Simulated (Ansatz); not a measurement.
Relaxation of C₂H₇BFN (12 atoms, charge 0, multiplicity 1), to a largest force component of 0.02 eV/Å in at most 50 steps.

Theory: UKS PBE/6-31G* (Ansatz 0.2.0).

```xyz
12
Properties=species:S:1:pos:R:3
B -1.820 -0.229 0.957
N -0.797 -0.524 -0.092
C 0.309 0.403 0.019
C 1.514 0.024 -0.957
F -0.062 1.690 -0.269
H -2.435 0.868 0.898
H -2.143 -0.972 1.775
H -0.419 -1.468 0.129
H -0.712 -0.374 1.304
H 2.287 0.731 -0.853
H 1.808 -1.006 -0.703
H 1.065 0.039 -1.975
```

Problem. Where does it end, and by what steps?

Solution. The forces met the threshold. The force dipped under the threshold on the way, but the program's further checks kept it going. After 17 steps the energy has fallen by 5.187 eV; H9 moved furthest, 1.30 Å.

```
step  energy less start (eV)  largest force component (eV/Å)  accepted
   0                  0.0000                           4.431       yes
   1                 -1.6440                           3.501       yes
   2                 -2.8879                           4.862       yes
   3                 -4.0526                           3.623       yes
   4                 -4.6500                           1.792       yes
   5                 -4.9493                           0.985       yes
   6                 -5.0612                           0.429       yes
   7                 -5.1194                           0.320       yes
   8                 -5.0632                           1.088        no
   9                 -5.1548                           0.145       yes
  10                 -5.1715                           0.092       yes
  11                 -5.1835                           0.095       yes
  12                 -5.1822                           0.243        no
  13                 -5.1755                           0.357        no
  14                 -5.1859                           0.020       yes
  15                 -5.1869                           0.087       yes
  16                 -5.1872                           0.042       yes
  17                 -5.1874                           0.007       yes
```

```xyz
12
Properties=species:S:1:pos:R:3
B -1.730 -0.171 1.270
N -0.431 -0.429 0.404
C 0.226 0.328 -0.405
C 1.454 -0.014 -1.180
F -0.207 1.572 -0.599
H -2.125 0.959 1.073
H -2.509 -1.050 0.915
H -0.024 -1.365 0.491
H -1.371 -0.388 2.423
H 2.275 0.669 -0.902
H 1.772 -1.051 -0.998
H 1.266 0.122 -2.259
```

The run took 59 s on 2 threads of Arm Neoverse V2 (shared host), peak memory 0.21 GiB.
